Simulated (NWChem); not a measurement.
CH₅NOSi₂; SMILES O1[SiH2][SiH2]N=C1

```xyz
10

C      1.6045    -0.0615     0.0000
N      1.0467    -1.2048     0.0000
Si    -0.7208    -1.1913     0.0000
Si    -0.7325     1.1553     0.0000
O      0.9982     1.1637     0.0000
H      2.6908     0.0558     0.0000
H     -1.2676    -1.8611     1.2085
H     -1.2676    -1.8611    -1.2085
H     -1.1869     1.8881    -1.2096
H     -1.1869     1.8881     1.2096
```
Atoms are numbered in this order, from 1.

Computed with NWChem. Pople sets run with spherical d functions. The geometry was optimised at B3LYP/6-31G* (spherical d). Level: PBE0/6-31G* with SMD (1 M gas to 1 M solution), gas-phase geometry. Reactions with the solvent are ignored.

For solvent diethyl ether:

```
Quantity                                     Value
-------------------------------------------  -----
cavity-dispersion-structure term (kcal/mol)   -0.2
dipole in solution (D)                        1.95
```

### Question
How do the values read with solvent cyclohexanone instead?

### Answer
| Property | Value |
|---|---|
| cavity-dispersion-structure term (kcal/mol) | 1.0 |
| dipole in solution (D) | 2.06 |
